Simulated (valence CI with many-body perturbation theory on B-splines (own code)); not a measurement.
Results of a calculation; reference values are marked as such.
# Hyperfine factors and g values of Nd55+

Method: valence CI with perturbative core correlation (CI+MBPT): three valence electrons over a frozen Dirac-Fock core [He], radial functions for each j: 11 s, 11 p, 9 d, 7 f, 5 g, 2 h, 1 i, with the one-electron correlation potential Σ1, the two-electron term Σ2, the three-electron term Σ3, Breit, model QED; selected CI, second order for the rest (own B-spline code, finite nucleus).

The last digits are not significant, and no measured levels were compared; by estimate large intervals hold to a few tenths of a per cent, small ones and those within an open d or f shell to about a per cent.

A/g_I is the dipole constant over the nuclear g factor μ/I (μ in nuclear magnetons, uniformly magnetised nucleus), B/Q the quadrupole constant per barn. Both hold the static response of the core; the bare values leave it out. Large factors of s and p1/2 electrons are usually good to 5 to 10 %; those of open d and f shells near neutrality can be off by tens of per cent, and small factors of p3/2, d and f electrons come from cancelling terms and can be off by a factor of two or in sign, in half-filled shells by more. B is blank for J = 1/2, where it vanishes, and for nearly pure S terms. Energies count from the lowest level.

Levels are named by their leading jj configuration (3d3/2^4 stands for four electrons in 3d with j = 3/2), which in mixed levels can hold well under half, so a name can repeat and another be missing. Letters in brackets count levels of one name in rising energy.

```
                     Level  E (eV)      g  A/g_I (MHz)  A/g_I bare  B/Q (MHz/b)  B/Q bare
        (2s^2 2p1/2) J=1/2     0.0  0.634      3100000     3090000                       
        (2s 2p1/2^2) J=1/2   192.2  2.115      9400000     9290000                       
        (2s^2 2p3/2) J=3/2   570.2  1.310       435000      445000       839000    840000
(2s 2p1/2 2p3/2) J=3/2 [a]   704.3  1.643      2370000     2360000       661000    662000
    (2s 2p1/2 2p3/2) J=5/2   739.3  1.334      2780000     2760000       639000    640000
    (2s 2p1/2 2p3/2) J=1/2   795.0  1.242     -3320000    -3250000                       
(2s 2p1/2 2p3/2) J=3/2 [b]   796.1  0.971        32500       53200       481000    482000
     (2p1/2^2 2p3/2) J=3/2   999.2  1.339       396000      418000       791000    792000
        (2s 2p3/2^2) J=5/2  1292.6  1.416      2280000     2260000       196000    197000
        (2s 2p3/2^2) J=1/2  1376.4  1.902      9590000     9470000                       
        (2s 2p3/2^2) J=3/2  1377.3  1.183     -1390000    -1350000      -142000   -143000
     (2p1/2 2p3/2^2) J=3/2  1532.6  1.439      -125000      -95300        75000     75200
     (2p1/2 2p3/2^2) J=5/2  1553.7  1.175       952000      963000        -3110     -3110
     (2p1/2 2p3/2^2) J=1/2  1597.2  0.634      3110000     3090000                       
           (2p3/2^3) J=3/2  2138.4  1.287       424000      442000      -865000   -867000
           (2s^2 3s) J=1/2  6567.2  1.989      2820000     2800000                       
        (2s^2 3p1/2) J=1/2  6632.7  0.667       923000      917000                       
   (2s 2p1/2 3s) J=1/2 [a]  6696.3  2.369      5400000     5340000                       
       (2s 2p1/2 3s) J=3/2  6717.2  1.549      5060000     5000000       -94600    -94800
   (2s 2p1/2 3s) J=1/2 [b]  6741.0  0.727      4900000     4850000                       
(2s 2p1/2 3p1/2) J=1/2 [a]  6751.6  0.266      -584000     -566000                       
    (2s 2p1/2 3p1/2) J=3/2  6774.1  1.109      4500000     4460000      -101000   -101000
        (2s^2 3p3/2) J=3/2  6802.9  1.332       237000      240000       235000    235000
(2s 2p1/2 3p1/2) J=1/2 [b]  6807.0  1.961      9640000     9530000                       
        (2s^2 3d3/2) J=3/2  6849.8  0.795       114000      114000        42700     43100
        (2s^2 3d5/2) J=5/2  6896.0  1.193        73000       72500        66400     66900
        (2p1/2^2 3s) J=1/2  6921.6  1.772       767000      760000                       
(2s 2p1/2 3p3/2) J=3/2 [a]  6929.5  1.398       484000      484000       242000    242000
    (2s 2p1/2 3p3/2) J=5/2  6955.2  1.329      2570000     2540000       134000    134000
(2s 2p1/2 3p3/2) J=3/2 [b]  6958.0  1.245      1430000     1420000       133000    133000
(2s 2p1/2 3d3/2) J=3/2 [a]  6966.2  0.562      -837000     -823000        54500     54900
    (2s 2p1/2 3p3/2) J=1/2  6973.1  1.532     -2040000    -2010000                       
     (2p1/2^2 3p1/2) J=1/2  6979.1  0.595      -196000     -190000                       
    (2s 2p1/2 3d3/2) J=5/2  6990.5  1.023      2450000     2420000       -43300    -43000
(2s 2p1/2 3d3/2) J=3/2 [b]  7006.4  1.200      2480000     2450000        78700     78900
    (2s 2p1/2 3d3/2) J=1/2  7016.4  0.474     -2980000    -2940000                       
(2s 2p1/2 3d5/2) J=5/2 [a]  7023.6  1.320       724000      714000        52500     53000
    (2s 2p1/2 3d5/2) J=7/2  7046.2  1.235      1840000     1820000       -60500    -60100
(2s 2p1/2 3d5/2) J=5/2 [b]  7057.0  1.062       204000      204000       136000    136000
    (2s 2p1/2 3d5/2) J=3/2  7057.3  1.087     -2280000    -2260000        18400     18700
```

**Question.** Take the isotope of mass number 145, with I = 7/2, μ = -0.656 μN and Q = -0.314 b. What is the hyperfine structure of (2s 2p1/2 2p3/2) J=5/2?

**Answer.** From the table A = -521000 MHz, B = -201000 MHz. Shifts from the centre of gravity in MHz: F = 1: 5750000, F = 2: 4770000, F = 3: 3270000, F = 4: 1230000, F = 5: -1380000, F = 6: -4610000.
